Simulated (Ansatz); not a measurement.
Process, species as SMILES: C[SiH2]C -> [CH2-][SiH2]C + H+
Structures are relaxed separately at B3LYP-D3(BJ)/def2-TZVP in Ansatz (a program for electronic structure), one conformer each, not searched for the lowest.
Geometry of the first species:
```
Si
H 1 1.4863
H 1 1.4863 2 107.50
C 1 1.8769 2 109.51 3 -118.90
H 4 1.0916 1 111.22 2 58.82
H 4 1.0922 5 107.90 1 -121.83
H 4 1.0922 5 107.90 6 -116.34
C 1 1.8769 2 109.51 3 118.90
H 8 1.0916 1 111.22 2 -58.82
H 8 1.0922 9 107.90 1 121.83
H 8 1.0922 9 107.90 10 116.34
```
Charge 0, spin multiplicity 1.

Quantity: gas-phase deprotonation energy (electronic energy difference), in eV. Valence correlation only, unless marked. Spin-orbit coupling is left out. Non-relativistic. Anions need diffuse functions: aug- sets have them; def2-D sets add few; the other sets have none. CBS marks a two-point X^-3 extrapolation of the correlation energy; Hartree-Fock from the larger set.

```json
[
 {"level": "SVWN5/def2-TZVPD", "program": "Ansatz", "gas-phase deprotonation energy (eV)": "16.86"},
 {"level": "PBE0/def2-QZVPP", "program": "Ansatz", "gas-phase deprotonation energy (eV)": "17.42"},
 {"level": "BHLYP-D4/def2-TZVPD", "program": "Ansatz + dftd4", "gas-phase deprotonation energy (eV)": "?"},
 {"level": "HSE06/def2-TZVPD", "program": "Ansatz", "gas-phase deprotonation energy (eV)": "17.39"},
 {"level": "LC-wPBE-D4/def2-TZVPD", "program": "Ansatz + dftd4", "gas-phase deprotonation energy (eV)": "?"},
 {"level": "SCS-MP2/cc-pV(D+d)Z", "program": "Ansatz", "gas-phase deprotonation energy (eV)": "17.93"},
 {"level": "CCSD(T)/CBS(aug-cc-pV(T+d)Z,aug-cc-pV(Q+d)Z)", "program": "Ansatz", "gas-phase deprotonation energy (eV)": "?"}
]
```

Some entries are withheld; supply them.


- BHLYP-D4/def2-TZVPD, gas-phase deprotonation energy (eV): 17.51
- LC-wPBE-D4/def2-TZVPD, gas-phase deprotonation energy (eV): 17.53
- CCSD(T)/CBS(aug-cc-pV(T+d)Z,aug-cc-pV(Q+d)Z), gas-phase deprotonation energy (eV): 17.33
